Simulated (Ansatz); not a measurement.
H2Sn (SMILES [SnH2]), charge 0, multiplicity 1, relaxed at each level with Ansatz (a first-principles code); harmonic frequencies from differences of analytic forces, average atomic masses, frozen cores. Elements past Kr take the def2 small-core potentials, without spin–orbit coupling.

### Question
Give the equilibrium geometry, the harmonic frequencies and the zero-point energy at MP2/def2-TZVPP.

### Answer

(charge 0, multiplicity 1):
```tsv
atom	x (Å)	y (Å)	z (Å)
Sn	-0.0001	0.0360	0.0000
H	-1.2640	-1.2021	0.0000
H	1.2705	-1.1952	0.0000
```
Frequencies (cm⁻¹): 820, 1793, 1794. Zero-point energy 6.30 kcal/mol.

### Question
Give the equilibrium geometry, the harmonic frequencies and the zero-point energy at CCSD(T)/def2-QZVPP.

### Answer

(charge 0, multiplicity 1):
```json
[
 {"atom": "Sn", "x (Å)": "-0.0001", "y (Å)": "0.0422", "z (Å)": "0.0000"},
 {"atom": "H", "x (Å)": "-1.2718", "y (Å)": "-1.2052", "z (Å)": "0.0000"},
 {"atom": "H", "x (Å)": "1.2784", "y (Å)": "-1.1983", "z (Å)": "0.0000"}
]
```
Frequencies (cm⁻¹): 787, 1731, 1733. Zero-point energy 6.08 kcal/mol.

Doubts at one or more of the structures used: a restricted determinant that unrestricted orbitals would lower (MP2/def2-TZVPP, CCSD(T)/def2-QZVPP).
